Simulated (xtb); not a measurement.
xtb input:

```bash
xtb mol.xyz --gfn 2 --ohess tight --chrg 1 --uhf 0
```
mol.xyz:
```
12

Si     0.26655051    -0.10269426    -0.15174278
O     -0.27185578    -1.31790891    -1.22085680
O      1.90897929    -0.02133938    -0.14958610
N     -0.44421550     1.41948249    -0.59179325
N     -0.37545464    -0.58344004     1.54195808
H      0.18459871    -2.14719357    -0.86248869
H      2.11722621     0.66574804     0.53602147
H     -1.49273926     1.32545995    -0.57646040
H     -0.20361251     2.11990994     0.12449047
H     -0.09147490     0.25223629     2.17784371
H     -1.36478227    -0.54698803     1.49633009
H     -0.21576242    -1.13469918    -2.19512418
```

Task: Which total energy does the run end on?

Result: -18.95653 Eh (GFN2-xTB).

It need not be the lowest isomer of its formula.
